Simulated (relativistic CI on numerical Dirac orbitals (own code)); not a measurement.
# Charge states of cerium

Method of calculation: Dirac-Coulomb-Breit CI, KLI orbitals optimised for each configuration, QED by a radiative potential, valence Slater integrals scaled by 0.9 (own radial code, finite nucleus).

Each species is treated in one configuration, given outside its closed core. Radial values are for the open shell of highest l, unscaled and averaged over j; ζ includes the Breit term. Labels give the leading LS character, summed over repeated terms.

```
  Ion  Configuration  Its lowest level  LS weight (%)    g_J  g√(J(J+1))  ζ (cm⁻¹)  ⟨r⟩ (bohr)  ⟨r²⟩ (bohr²)
Ce24+     3d¹⁰4s²4p⁴               ³P2             74  1.369        3.35    131600      0.5979        0.4036
Ce25+     3d¹⁰4s²4p³   J = 3/2 (mixed)             41  1.446        2.80    134500      0.5928        0.3967
Ce26+     3d¹⁰4s²4p²               ³P0             76               0.00    137400      0.5877          0.39
Ce27+      3d¹⁰4s²4p            ²P°1/2            100  0.663        0.57    140300      0.5828        0.3835
Ce28+        3d¹⁰4s²               ¹S0            100               0.00                                    
Ce29+         3d¹⁰4s             ²S1/2            100  1.999        1.73                0.5602        0.3524
Ce30+           3d¹⁰               ¹S0            100               0.00                                    
Ce31+            3d⁹             ²D5/2            100  1.195        3.53     63240      0.2426       0.06875
Ce32+            3d⁸               ³F4             92  1.224        5.47     64870        0.24       0.06717
Ce33+            3d⁷             ⁴F9/2             70  1.253        6.23     66540      0.2374       0.06565
Ce34+            3d⁶     J = 4 (mixed)             49  1.323        5.92     68250      0.2349       0.06419
Ce35+            3d⁵   J = 5/2 (mixed)             32  1.539        4.55     69990      0.2324       0.06278
Ce36+            3d⁴               ³P0             55               0.00     71770      0.2301       0.06143
Ce37+            3d³             ⁴F3/2             58  0.632        1.22     73590      0.2277       0.06012
Ce38+            3d²               ³F2             79  0.740        1.81     75450      0.2254       0.05886
Ce39+             3d             ²D3/2            100  0.792        1.53     77340      0.2232       0.05765
Ce40+         3s²3p⁶               ¹S0            100               0.00                                    
Ce41+         3s²3p⁵            ²P°3/2            100  1.326        2.57    588300      0.2479       0.07102
Ce42+         3s²3p⁴               ³P2             71  1.347        3.30    597300      0.2463        0.0701
Ce43+         3s²3p³   J = 3/2 (mixed)             46  1.377        2.67    606300      0.2448       0.06921
Ce44+         3s²3p²               ³P0             72               0.00    615500      0.2432       0.06833
Ce45+          3s²3p            ²P°1/2            100  0.655        0.57    624700      0.2417       0.06748
Ce46+            3s²               ¹S0            100               0.00                                    
Ce47+             3s             ²S1/2            100  1.991        1.72                0.2467        0.0694
```
